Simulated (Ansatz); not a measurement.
Cu3Se⁺. Total charge 1; quintet. Geometry r2SCAN-D4/def2-SVP; atoms count from 1.

```xyz
4

Cu    1.3666    0.1510   -0.8315
Cu   -0.7033   -0.6790   -1.3345
Cu    0.7516    0.6855    1.3045
Se   -1.4149   -0.1575    0.8615
```

At PBE0-D4/def2-TZVP a singlet of charge 1 lies 4.52 eV below the quintet, each at its own geometry. The structure comes from a short search, and lower isomers may exist.

Q: Estimate the Mulliken populations from the PBE0/def2-TZVP orbitals of Ansatz.

A: 
```
atom  charge (e)  spin (α − β)  d electrons
 Cu1        0.31          0.88         9.64
 Cu2        0.22          0.78         9.65
 Cu3        0.22          0.78         9.65
 Se4        0.25          1.57            –
```
Mulliken values and Mayer orders depend strongly on the basis.

Q: Where does the spin sit?

A: Summed by element: Cu 2.43, Se 1.57, of 4 unpaired in all. Largest on single atoms: Se4 1.57, Cu1 0.88, Cu2 0.78.

Q: And the Mayer bond orders between bonded heavy atoms (over 0.3)?

A: Cu1–Cu2 0.73 (2.29 Å); Cu1–Cu3 0.73 (2.29 Å); Cu2–Se4 0.72 (2.37 Å); Cu3–Se4 0.72 (2.37 Å).
